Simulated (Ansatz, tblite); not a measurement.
Defective nanocrystal family: gap (eV) at several levels, gas phase, relaxed structures; Ansatz, xTB through tblite. Core potentials for Sn in the def2 sets, no spin–orbit coupling. Singlets are spin-restricted. A dash marks a value that wasn't run or was left out as unsound. The structures are stationary points that may keep the symmetry of their start.

```tsv
species	state	geometry	GFN1-xTB	GFN2-xTB	PBE-D4/def2-TZVP	r2SCAN-D4/def2-TZVP	PBE0-D4/def2-SVP
Ge10H14, two caps of one atom removed	singlet	PBE-D4/def2-SVP	0.86	1.43	1.26	1.49	2.79
Sn10H15⁺, one cap removed	singlet	PBE-D4/def2-SVP	1.39	1.27	1.65	1.84	2.95
Sn26H33⁺, one cap removed	singlet	r2SCAN-D4/def2-SVP	1.16	0.88	1.37	–	2.54
Si19OH26, double-bonded O in place of two caps	singlet	PBE-D4/def2-SVP	1.83	2.16	2.34	2.61	4.25
```

Estimate the column for PBE-D4/def2-SVP.

Ge10H14, two caps of one atom removed 1.26; Sn10H15⁺, one cap removed 1.66; Sn26H33⁺, one cap removed 1.37; Si19OH26, double-bonded O in place of two caps 2.43.
